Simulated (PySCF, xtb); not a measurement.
ReOCl5, SMILES [O]=[Re]([Cl])([Cl])([Cl])([Cl])[Cl], multiplicity 1.

GFN2-xTB run with xtb at its own geometry gives an orbital gap of 0.53 eV and a dipole moment of 1.95 D.

Geometry: B3LYP-D3(BJ)/def2-SVP. The multiplicity is an assumed one; other spin states were not compared. The def2 effective core potentials stand for the cores of Re; spin–orbit coupling is left out.

### Question
What does CAM-B3LYP/def2-TZVP (PySCF) give? (Estimate from the structure and the level; the computed values follow.)

### Answer
gap 4.46 eV (levels -10.33 and -5.86 eV), dipole 1.08 D.
